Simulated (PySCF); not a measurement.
A small calculation by hand: entropy of an ideal gas

C₄H₅F, SMILES CC=C=CF.

Coordinates come from a PBE-D3(BJ)/def2-SVP optimisation.

PBE-D3(BJ)/def2-SVP (PySCF) gives the harmonic wavenumbers 133, 154, 209, 325, 506, 599, 743, 846, 862, 1000, 1024, 1078, 1164, 1263, 1330, 1388, 1401, 1446, 2030, 2964, 3029, 3036, 3088, 3098 cm⁻¹ and the rotational temperatures 0.9792, 0.1033, 0.1003 K. The molar mass is 72.08 g/mol, the symmetry number 1, the spin multiplicity 1.

Task: Work out the entropy at 298.15 K and 1 atm in the rigid-rotor, harmonic-oscillator model.

Result: 
Translation (Sackur–Tetrode at 1 atm): S = R[1.5 ln M + 2.5 ln T − 1.16487] = 162.1 J/(mol K).
Rotation: q = (√π/σ) T^1.5/√(θA θB θC) = 90600, S = R[ln q + 3/2] = 107.4 J/(mol K).
Vibration: with u = 1.4388 ν/T, each mode gives R[u/(e^u − 1) − ln(1 − e^−u)]:
| ν (cm⁻¹) | modes | u | S (J/(mol K)) |
|---|---|---|---|
| 133 | 1 | 0.64 | 12.14 |
| 154 | 1 | 0.74 | 10.97 |
| 209 | 1 | 1.01 | 8.59 |
| 325 | 1 | 1.57 | 5.38 |
| 506 | 1 | 2.44 | 2.69 |
| 599 | 1 | 2.89 | 1.89 |
| 743 | 1 | 3.59 | 1.08 |
| 846 | 1 | 4.08 | 0.72 |
| 862 | 1 | 4.16 | 0.68 |
| 1000 | 1 | 4.83 | 0.39 |
| 1024 | 1 | 4.94 | 0.36 |
| 1078 | 1 | 5.20 | 0.29 |
| 1164 | 1 | 5.62 | 0.20 |
| 1263 | 1 | 6.09 | 0.13 |
| 1330 | 1 | 6.42 | 0.10 |
| 1388 | 1 | 6.70 | 0.08 |
| 1401 | 1 | 6.76 | 0.07 |
| 1446 | 1 | 6.98 | 0.06 |
The stiffer modes add less than 0.005 each. Sum 45.8 J/(mol K).
Spin: R ln 1 = 0.0 J/(mol K).
Total 315.3 J/(mol K); the program's own thermochemistry gives 315.3. Translation makes up 51 % and vibration 15 %. Anharmonicity, hindered rotation and orbital degeneracy are left out.
